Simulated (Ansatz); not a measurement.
Ways to break one bond of [SiH3]O[SiH2]O[SiH3]:

A. [SiH3]O[SiH2]O[SiH3] → [SiH2]O[SiH2]O[SiH3] + H atom
B. [SiH3]O[SiH2]O[SiH3] → [SiH3]O[SiH]O[SiH3] + H atom

Quantity: bond dissociation energy (electronic energy difference), kcal/mol. Each molecule is optimised on its own at B3LYP-D3(BJ)/def2-TZVP (Ansatz, a first-principles code), one conformer each, not searched for the lowest. Valence correlation only, unless marked. Open shells are spin-unrestricted. Spin-orbit coupling is left out. No relativistic terms. Basis-set limits of correlation are two-point, X^-3; Hartree-Fock from the larger set.

```json
[
 {"": "A", "HF/STO-3G (Ansatz)": "107.1", "B2PLYP/def2-TZVPD (Ansatz)": "95.8", "CCSD(T)/cc-pV(T+d)Z (Ansatz)": "97.2", "CCSD(T)/CBS(cc-pV(T+d)Z,cc-pV(Q+d)Z) (Ansatz)": "___"},
 {"": "B", "HF/STO-3G (Ansatz)": "105.1", "B2PLYP/def2-TZVPD (Ansatz)": "97.2", "CCSD(T)/cc-pV(T+d)Z (Ansatz)": "99.2", "CCSD(T)/CBS(cc-pV(T+d)Z,cc-pV(Q+d)Z) (Ansatz)": "___"}
]
```

What belongs in the gaps?


- A, CCSD(T)/CBS(cc-pV(T+d)Z,cc-pV(Q+d)Z) (Ansatz): 98.6
- B, CCSD(T)/CBS(cc-pV(T+d)Z,cc-pV(Q+d)Z) (Ansatz): 100.6
